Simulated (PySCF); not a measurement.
**Orbital picture of HI⁺**

M06-L at R = 1.641 Å; H cc-pVTZ, I cc-pVTZ-PP with ECP28; scalar-relativistic core potentials (PySCF 2.14). State: ²Π (doublet), unpaired electrons π ↑. Only the outer orbitals are listed, counted within each symmetry, core potentials removing the inner ones.

```csv
spin,orbital,occ.,ε (eV),on H (%),main shells (%)
α,4σ,1,-26.91,6,93 I s
α,5σ,1,-18.18,32,"60 I p, 32 H s"
α,3π,1,-15.86,1,99 I p
α,3π,1,-14.66,1,99 I p
α,6σ,0,-8.49,49,"48 H s, 34 I p, 16 I d"
α,7σ,0,-2.51,16,"64 I s, 20 I d, 17 H s"
α,4π,0,-2.33,7,93 I d
β,4σ,1,-26.03,7,91 I s
β,5σ,1,-17.91,33,"58 I p, 33 H s"
β,3π,1,-14.34,1,99 I p
β,3π,0,-14.00,1,99 I p
β,6σ,0,-8.27,49,"48 H s, 37 I p, 14 I d"
β,7σ,0,-2.79,10,"74 I s, 16 I d, 11 H s"
```

**Question.** Which are the highest filled and the lowest empty level, where do they sit, and how wide is the gap?

**Answer.** Highest filled β 3π at -14.34 eV (in %: 99 I p); lowest empty β 3π at -14.00 eV (in %: 99 I p); the gap at M06-L is 0.34 eV. Both belong to one degenerate shell, split only by its one-sided filling, so this is no excitation gap.

```
bond order (Mayer)                                                                                                : 0.99
⟨S²⟩                                                                                                              : 0.753
charge on H (Mulliken, basis-dependent)                                                                           : 0.19
charge on H (Löwdin, basis-dependent)                                                                             : -0.09
dipole moment (positive dipole points towards I; it is taken about the centre of mass and depends on that origin) : -1.01 D
```

Spin–orbit coupling is left out. The state was picked by a PBE0 search and need not be the measured ground state.
